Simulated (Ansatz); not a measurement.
Geometry optimisation, Ansatz, RKS B3LYP-D4/def2-SVP.

input.yaml

```yaml
crystal:
  periodic: [false, false, false]
  atoms:
    - { symbol: C, position_ang: [-1.7902, 0.7688, -0.771] }
    - { symbol: O, position_ang: [-1.0093, 0.9223, 0.3584] }
    - { symbol: Si, position_ang: [0.4448, 0.1826, 0.3339] }
    - { symbol: C, position_ang: [0.4696, -1.6419, 0.1622] }
    - { symbol: O, position_ang: [1.4175, 0.9073, -0.8218] }
    - { symbol: S, position_ang: [1.4235, 0.6594, 2.205] }
    - { symbol: H, position_ang: [-2.0952, -0.2261, -0.9649] }
    - { symbol: H, position_ang: [-1.3206, 1.2576, -1.6778] }
    - { symbol: H, position_ang: [-2.751, 1.3979, -0.5492] }
    - { symbol: H, position_ang: [-0.0451, -1.9338, -0.7709] }
    - { symbol: H, position_ang: [1.3815, -2.1037, 0.234] }
    - { symbol: H, position_ang: [-0.1933, -2.0975, 0.9721] }
    - { symbol: H, position_ang: [1.5196, 1.8858, -0.6595] }
    - { symbol: H, position_ang: [1.4322, 1.96676, 2.05223] }
basis:
  gaussian: { orbitals: def2-SVP }
hamiltonian:
  xc: b3lyp
  dispersion: d4
relax:
  f_tol: 0.015
  max_steps: 40
```

Command:

```bash
$ ansatz run input.yaml --threads 2 --pin off --max-ram 3072MiB --backend cpu --events-out ev --progress --plain --runs-dir out
```

Q: Where does it end, and by what steps?

A: It converged. The force dipped under the threshold on the way, but the program's further checks kept it going. After 19 steps the energy has fallen by 0.630 eV; H14 moved furthest, 1.10 Å.

```json
{"step": "0", "energy less start (eV)": "0.0000", "largest force component (eV/Å)": "4.213", "accepted": "yes"}
{"step": "1", "energy less start (eV)": "-0.4848", "largest force component (eV/Å)": "1.230", "accepted": "yes"}
{"step": "2", "energy less start (eV)": "-0.5503", "largest force component (eV/Å)": "0.536", "accepted": "yes"}
{"step": "3", "energy less start (eV)": "-0.5771", "largest force component (eV/Å)": "0.346", "accepted": "yes"}
{"step": "4", "energy less start (eV)": "-0.5964", "largest force component (eV/Å)": "0.227", "accepted": "yes"}
{"step": "5", "energy less start (eV)": "-0.6130", "largest force component (eV/Å)": "0.125", "accepted": "yes"}
{"step": "6", "energy less start (eV)": "-0.6111", "largest force component (eV/Å)": "0.545", "accepted": "no"}
{"step": "7", "energy less start (eV)": "-0.6185", "largest force component (eV/Å)": "0.114", "accepted": "yes"}
{"step": "8", "energy less start (eV)": "-0.6228", "largest force component (eV/Å)": "0.221", "accepted": "yes"}
{"step": "9", "energy less start (eV)": "-0.6254", "largest force component (eV/Å)": "0.216", "accepted": "yes"}
{"step": "10", "energy less start (eV)": "-0.6159", "largest force component (eV/Å)": "0.403", "accepted": "no"}
{"step": "11", "energy less start (eV)": "-0.6283", "largest force component (eV/Å)": "0.112", "accepted": "yes"}
{"step": "12", "energy less start (eV)": "-0.6287", "largest force component (eV/Å)": "0.089", "accepted": "yes"}
{"step": "13", "energy less start (eV)": "-0.6271", "largest force component (eV/Å)": "0.129", "accepted": "no"}
{"step": "14", "energy less start (eV)": "-0.6300", "largest force component (eV/Å)": "0.013", "accepted": "yes"}
{"step": "15", "energy less start (eV)": "-0.6301", "largest force component (eV/Å)": "0.011", "accepted": "yes"}
{"step": "16", "energy less start (eV)": "-0.6302", "largest force component (eV/Å)": "0.020", "accepted": "yes"}
{"step": "17", "energy less start (eV)": "-0.6303", "largest force component (eV/Å)": "0.020", "accepted": "yes"}
{"step": "18", "energy less start (eV)": "-0.6303", "largest force component (eV/Å)": "0.019", "accepted": "yes"}
{"step": "19", "energy less start (eV)": "-0.6304", "largest force component (eV/Å)": "0.011", "accepted": "yes"}
```

```xyz
14
Properties=species:S:1:pos:R:3
C -1.842 0.885 -0.669
O -0.847 0.998 0.327
Si 0.638 0.242 0.275
C 0.486 -1.607 0.148
O 1.520 0.712 -1.057
S 1.585 0.900 2.098
H -2.272 -0.134 -0.706
H -1.448 1.128 -1.673
H -2.655 1.590 -0.437
H 0.063 -1.901 -0.826
H 1.474 -2.085 0.244
H -0.164 -1.997 0.947
H 1.858 1.616 -1.041
H 0.489 1.597 2.473
```

Time of the run: 74 s on 2 threads of Intel(R) Xeon(R) Platinum 8375C CPU @ 2.90GHz (Ice Lake), with other jobs on the host, peak memory 0.36 GiB.
